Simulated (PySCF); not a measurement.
PySCF input file for C₅H₇F, SMILES C#CC[C@@H](C)F, PBE-D3(BJ)/def2-SVP. Geometry optimised at PBE-D3(BJ)/def2-SVP. The structure was generated by enumeration; whether it is a known compound was not checked. One conformer was computed; it need not be the lowest.

```python
import numpy as np
from pyscf import gto, scf, dft, df
from pyscf.hessian import thermo

mol = gto.M(
    atom='''
    C     2.31069929    0.62485236    0.77214781
    C     1.46893675   -0.10715410    0.27240755
    C     0.45034884   -0.97601115   -0.30963397
    C    -0.95884113   -0.35635566   -0.36854385
    C    -1.49073527    0.11770284    0.97177459
    F    -0.92858429    0.72174118   -1.25363263
    H     3.06089913    1.27157581    1.20438886
    H     0.74431258   -1.25526284   -1.34447683
    H     0.39178074   -1.92630741    0.26597331
    H    -1.64269251   -1.12059026   -0.80581805
    H    -1.58596959   -0.73068608    1.67873969
    H    -0.80501987    0.86783675    1.41299371
    H    -2.48850253    0.57955756    0.84198035
    ''',
    basis='def2-SVP',
    charge=0,
    spin=0,
    max_memory=1600,
    verbose=3,
)
mf = dft.RKS(mol, xc='pbe').density_fit(auxbasis='def2-universal-jkfit')
mf.disp = 'd3bj'
mf.grids.level = 3
mf.conv_tol = 1e-11
mf.max_cycle = 100
mf.kernel()

# [left out here: the lines that compute and print the analytic Hessian (its translational invariance restored by hand, since the grid's response is missing), thermochemistry and intensities]
```

Program output:

```
[...]
      11   H                -0.09 -0.02  0.23   -0.13  0.13 -0.00   -0.13  0.08  0.15
      12   H                -0.08 -0.13  0.06    0.10 -0.12 -0.43    0.00 -0.17 -0.22
Mode                                15                  16                  17
Irrep
Freq [cm^-1]                     1072.5212           1130.9908           1202.9517
Reduced mass [au]                   1.9120              2.2384              1.2047
Force const [Dyne/A]                1.2959              1.6870              1.0271
Char temp [K]                    1543.1192           1627.2439           1730.7797
Normal mode                   x     y     z       x     y     z       x     y     z
       0   C                -0.01 -0.01 -0.00    0.01  0.01  0.01   -0.00 -0.00  0.00
       1   C                 0.02  0.01 -0.05    0.01  0.00 -0.00    0.01  0.02 -0.04
       2   C                -0.01  0.00  0.07   -0.05  0.02 -0.00    0.02  0.01 -0.00
       3   C                -0.01  0.03 -0.15    0.04 -0.17 -0.04   -0.01 -0.03  0.09
       4   C                 0.04  0.01  0.07    0.01  0.10  0.03   -0.03 -0.01 -0.04
       5   F                -0.00 -0.05  0.04    0.00  0.05 -0.01    0.01  0.03 -0.02
       6   H                -0.02 -0.01  0.02    0.01  0.01  0.01   -0.01 -0.01  0.02
       7   H                 0.39  0.22  0.12   -0.08 -0.01 -0.00    0.53  0.04  0.13
       8   H                -0.18 -0.13 -0.17   -0.15 -0.01 -0.06   -0.52 -0.06 -0.16
       9   H                -0.07  0.09 -0.16    0.19 -0.31 -0.03   -0.14 -0.08  0.36
      10   H                -0.16  0.06  0.10    0.01 -0.08 -0.17    0.09 -0.04 -0.05
      11   H                -0.18  0.14  0.19   -0.08 -0.02  0.35    0.12 -0.10 -0.13
      12   H                 0.02 -0.07 -0.13   -0.12 -0.12  0.19   -0.02  0.02  0.03
Mode                                18                  19                  20
Irrep
Freq [cm^-1]                     1275.4943           1313.3992           1326.0247
Reduced mass [au]                   1.9069              1.2484              1.2245
Force const [Dyne/A]                1.8279              1.2688              1.2686
Char temp [K]                    1835.1523           1889.6891           1907.8544
Normal mode                   x     y     z       x     y     z       x     y     z
       0   C                 0.01  0.01  0.01    0.01  0.01  0.00   -0.01 -0.01 -0.01
       1   C                 0.02 -0.01 -0.00    0.00  0.00 -0.00    0.00 -0.00 -0.00
       2   C                -0.16  0.00 -0.03   -0.04 -0.02 -0.03    0.05  0.02  0.01
       3   C                 0.12 -0.02  0.00   -0.05  0.02  0.07    0.04 -0.08  0.06
       4   C                -0.05  0.01 -0.01    0.00  0.04  0.08   -0.01  0.03 -0.01
       5   F                -0.01 -0.00  0.00    0.00 -0.01 -0.01   -0.01 -0.01 -0.01
       6   H                 0.01  0.03  0.01    0.01  0.01  0.01   -0.01 -0.01 -0.00
       7   H                 0.38 -0.05  0.14    0.23 -0.08  0.07   -0.10  0.13 -0.05
       8   H                 0.43 -0.01  0.00    0.06 -0.04 -0.05   -0.26  0.09  0.08
       9   H                -0.15  0.22  0.02    0.37 -0.08 -0.41   -0.31  0.56 -0.48
      10   H                 0.15  0.03  0.05    0.06 -0.27 -0.30    0.08 -0.00 -0.03
      11   H                 0.06 -0.11  0.02    0.19  0.04 -0.23    0.09 -0.11  0.08
      12   H                -0.02  0.08  0.07   -0.01 -0.12 -0.37   -0.06 -0.09 -0.03
Mode                                21                  22                  23
Irrep
Freq [cm^-1]                     1358.7808           1371.6018           1405.3598
Reduced mass [au]                   1.5185              1.1259              1.0567
Force const [Dyne/A]                1.6518              1.2480              1.2297
Char temp [K]                    1954.9831           1973.4296           2021.9998
Normal mode                   x     y     z       x     y     z       x     y     z
       0   C                -0.01 -0.01 -0.00    0.01  0.01  0.00   -0.00 -0.00 -0.00
       1   C                -0.00 -0.00  0.00    0.01 -0.01 -0.00   -0.00  0.00  0.00
       2   C                 0.03  0.03  0.03   -0.03 -0.08 -0.03   -0.01  0.01  0.01
       3   C                 0.05 -0.03 -0.10    0.02  0.00 -0.03    0.05 -0.00 -0.01
       4   C                -0.06  0.02  0.10   -0.01  0.01  0.03    0.03  0.02  0.02
       5   F                -0.00  0.00  0.01    0.00  0.00  0.00   -0.00 -0.00  0.00
       6   H                -0.01 -0.01 -0.01    0.00  0.01  0.01   -0.00 -0.00 -0.00
       7   H                -0.25 -0.08 -0.02    0.08  0.62 -0.18   -0.03 -0.07  0.02
       8   H                -0.01 -0.04 -0.09   -0.06  0.30  0.56    0.03 -0.04 -0.07
       9   H                -0.29  0.03  0.31    0.02 -0.10  0.13   -0.11  0.10  0.07
      10   H                 0.25 -0.25 -0.18   -0.03 -0.06 -0.06   -0.62 -0.08 -0.17
      11   H                 0.17  0.01 -0.24    0.08 -0.00 -0.11    0.16  0.14 -0.43
      12   H                 0.04  0.11 -0.33   -0.03 -0.05 -0.04   -0.18 -0.33  0.34
Mode                                24                  25                  26
Irrep
Freq [cm^-1]                     1419.6817           2169.3396           2951.5996
Reduced mass [au]                   1.0596              6.0563              1.0828
Force const [Dyne/A]                1.2583             16.7924              5.5580
Char temp [K]                    2042.6059           3121.1967           4246.6947
Normal mode                   x     y     z       x     y     z       x     y     z
       0   C                 0.00 -0.00 -0.00    0.11  0.09  0.06    0.00  0.00  0.00
       1   C                -0.00  0.00  0.00   -0.15 -0.13 -0.09   -0.00 -0.00 -0.00
       2   C                 0.01 -0.00  0.01    0.02  0.02  0.01    0.00 -0.02 -0.00
       3   C                -0.01  0.04 -0.03    0.00 -0.00  0.00    0.05  0.05  0.03
       4   C                -0.01  0.04 -0.01   -0.00  0.00 -0.00   -0.00 -0.00 -0.00
       5   F                 0.00 -0.00  0.00   -0.00  0.00 -0.00   -0.00  0.00 -0.00
       6   H                 0.00 -0.00 -0.00    0.21  0.18  0.12    0.00  0.00  0.00
       7   H                -0.05 -0.04 -0.00    0.01  0.01  0.01   -0.05  0.05  0.20
       8   H                 0.04 -0.03 -0.03    0.01  0.01  0.01    0.02  0.22 -0.14
       9   H                 0.03 -0.08  0.11   -0.00  0.01  0.00   -0.55 -0.61 -0.36
      10   H                -0.00  0.25  0.27    0.00 -0.00  0.00   -0.00  0.03 -0.02
      11   H                 0.43 -0.47  0.15   -0.00  0.00 -0.00    0.03  0.03  0.01
      12   H                -0.22 -0.50 -0.23    0.00  0.00  0.00    0.03 -0.02  0.01
Mode                                27                  28                  29
Irrep
Freq [cm^-1]                     2968.6096           2982.8767           3016.0115
Reduced mass [au]                   1.0647              1.0371              1.1025
Force const [Dyne/A]                5.5283              5.4366              5.9090
Char temp [K]                    4271.1682           4291.6954           4339.3690
Normal mode                   x     y     z       x     y     z       x     y     z
       0   C                -0.00 -0.00 -0.00    0.00  0.00  0.00    0.00  0.00 -0.00
       1   C                 0.00  0.00  0.00   -0.00 -0.00 -0.00   -0.00 -0.00 -0.00
       2   C                -0.01  0.06  0.01    0.00 -0.01 -0.00    0.02  0.03 -0.08
       3   C                 0.02  0.02  0.01   -0.00 -0.00 -0.00   -0.00  0.00 -0.00
       4   C                -0.00 -0.00  0.01   -0.01  0.01  0.05   -0.00 -0.00  0.00
       5   F                -0.00 -0.00 -0.00    0.00  0.00  0.00   -0.00 -0.00  0.00
       6   H                -0.00 -0.00 -0.00    0.00  0.00  0.00    0.00  0.00 -0.00
       7   H                 0.14 -0.13 -0.52   -0.02  0.02  0.07   -0.20  0.19  0.70
       8   H                -0.04 -0.60  0.38    0.00  0.07 -0.04   -0.03 -0.50  0.30
       9   H                -0.20 -0.22 -0.13    0.03  0.04  0.02    0.01  0.01  0.01
      10   H                 0.01  0.07 -0.06    0.05  0.46 -0.37   -0.00  0.00 -0.00
      11   H                -0.03 -0.03 -0.02   -0.35 -0.38 -0.22    0.01  0.01  0.01
      12   H                 0.06 -0.03  0.01    0.47 -0.22  0.07   -0.01  0.00 -0.00
Mode                                30                  31                  32
Irrep
Freq [cm^-1]                     3078.4364           3086.3299           3409.0753
Reduced mass [au]                   1.1031              1.1047              1.1589
Force const [Dyne/A]                6.1594              6.1998              7.9355
Char temp [K]                    4429.1846           4440.5416           4904.9004
Normal mode                   x     y     z       x     y     z       x     y     z
       0   C                -0.00  0.00  0.00    0.00 -0.00 -0.00    0.07  0.06  0.04
       1   C                -0.00 -0.00  0.00   -0.00 -0.00 -0.00   -0.02 -0.02 -0.01
       2   C                -0.00 -0.00  0.00   -0.00  0.00 -0.00    0.00  0.00  0.00
       3   C                -0.00 -0.00 -0.00    0.00  0.00  0.00    0.00 -0.00  0.00
       4   C                -0.00 -0.08  0.03    0.08  0.01  0.03    0.00  0.00  0.00
       5   F                 0.00  0.00 -0.00   -0.00  0.00 -0.00   -0.00  0.00 -0.00
       6   H                 0.00  0.00  0.00    0.00  0.00  0.00   -0.64 -0.55 -0.37
       7   H                 0.00 -0.00 -0.00   -0.00  0.00  0.00   -0.00  0.00  0.00
       8   H                 0.00  0.02 -0.01   -0.00 -0.00  0.00    0.00  0.00 -0.00
       9   H                 0.02  0.03  0.02   -0.03 -0.03 -0.02   -0.00 -0.00 -0.00
      10   H                 0.06  0.57 -0.48    0.02  0.05 -0.03    0.00  0.00 -0.00
      11   H                 0.30  0.31  0.20   -0.37 -0.42 -0.24   -0.00 -0.00 -0.00
      12   H                -0.31  0.13 -0.04   -0.65  0.31 -0.09   -0.00  0.00  0.00
temperature 298.1500 [K]
pressure 101325.00 [Pa]
Rotational constants [GHz] 5.59917 2.35003 2.19303
Symmetry number 1
Zero-point energy (ZPE) 0.10236 [Eh]   268759.066 [J/mol]
                           tot       elec      trans        rot        vib
Entropy [J/mol/K]       339.277      0.000    164.315    112.184     62.778
Cv [J/mol/K]            103.572      0.000     12.472     12.472     78.629
Cp [J/mol/K]            111.887      0.000     20.786     12.472     78.629
Internal energy [J/mol]                      3718.434   3718.434 279612.499
Internal energy [Eh]   -293.83507  -293.94441
Enthalpy [J/mol]                             6197.391   3718.434 279612.499
Enthalpy [Eh]          -293.83413
Gibbs free energy [J/mol]                  -42793.101 -29729.285 260895.367
Gibbs free energy [Eh] -293.87266
mode   freq/cm-1   IR/(km/mol)
   1       84.53         1.236
   2      144.73         0.404
   3      237.62         0.349
   4      322.55         2.239
   5      340.31         5.571
   6      362.38         0.943
   7      424.63         9.389
   8      640.16        37.652
   9      643.97         2.385
  10      655.26        40.046
  11      795.32         6.498
  12      856.01         4.097
  13      899.86        12.908
  14      947.20        10.859
  15     1039.38        16.621
  16     1072.52        34.306
  17     1130.99        23.791
  18     1202.95         9.247
  19     1275.49        18.645
  20     1313.40         3.426
  21     1326.02        13.805
  22     1358.78        33.600
  23     1371.60         6.582
  24     1405.36         3.482
  25     1419.68         2.882
  26     2169.34         3.438
  27     2951.60        28.674
  28     2968.61        29.911
  29     2982.88         7.686
  30     3016.01         4.210
  31     3078.44        10.349
  32     3086.33         8.365
  33     3409.08        67.530
max |gradient| / (hartree/bohr): 0.00018401773779309232
APT charges: [-0.3052 -0.0092  0.0481  0.6666 -0.0654 -0.4916  0.2042 -0.0072 -0.0027
 -0.0816  0.0093  0.0296  0.005 ]
```

The run converged.
